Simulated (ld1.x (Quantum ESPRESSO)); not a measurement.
## u(r) = r·R(r): atom against pseudo-atom (Mg)

Columns: radius, all-electron u(r) and pseudo u(r) of the 2p shell (level -47.29 eV) of magnesium in the configuration [He] 2s2 2p6 3s1.75 3p0.25; BP86, scalar-relativistic, TM scheme, ld1.x (Quantum ESPRESSO) 7.5.

| r (bohr) | all-electron | pseudo |
| --- | --- | --- |
| 0.053 | 0.1101 | 0.0393 |
| 0.105 | 0.3227 | 0.1491 |
| 0.158 | 0.5515 | 0.3187 |
| 0.210 | 0.7484 | 0.5196 |
| 0.262 | 0.9048 | 0.7286 |
| 0.315 | 1.0209 | 0.9241 |
| 0.368 | 1.0967 | 1.0804 |
| 0.420 | 1.1376 | 1.1836 |
| 0.473 | 1.1516 | 1.2356 |
| 0.525 | 1.1442 | 1.2401 |
| 0.578 | 1.1204 | 1.2087 |
| 0.630 | 1.0854 | 1.1553 |
| 0.683 | 1.0415 | 1.0892 |
| 0.735 | 0.9930 | 1.0214 |
| 0.788 | 0.9404 | 0.9543 |
| 0.840 | 0.8871 | 0.8926 |
| 0.893 | 0.8325 | 0.8339 |
| 0.945 | 0.7794 | 0.7796 |
| 0.998 | 0.7266 | 0.7266 |
| 1.050 | 0.6766 | 0.6766 |
| 1.102 | 0.6286 | 0.6286 |
| 1.155 | 0.5820 | 0.5820 |
| 1.208 | 0.5379 | 0.5379 |
| 1.260 | 0.4972 | 0.4972 |
| 1.313 | 0.4582 | 0.4582 |
| 1.365 | 0.4225 | 0.4225 |

Question: How many radial nodes do the two functions have?

Answer: The all-electron 2p function has n − l − 1 = 0; the pseudo-wave has 0.

Question: At about which radius was the pseudo-wave matched?

Answer: 1.05 bohr. The columns agree to 0.0005 from 0.94 bohr on; several derivatives are matched, so the curves merge somewhat inside the radius.

Question: Where does each function peak?

Answer: Outermost all-electron maximum near 0.47 bohr, pseudo maximum near 0.53 bohr (to the table’s step).

Question: Is the pseudo-wave norm-conserving?

Answer: Yes: the TM scheme keeps the norm inside the radius equal to the all-electron one, which fixes the energy derivative of the logarithmic derivative at the level.
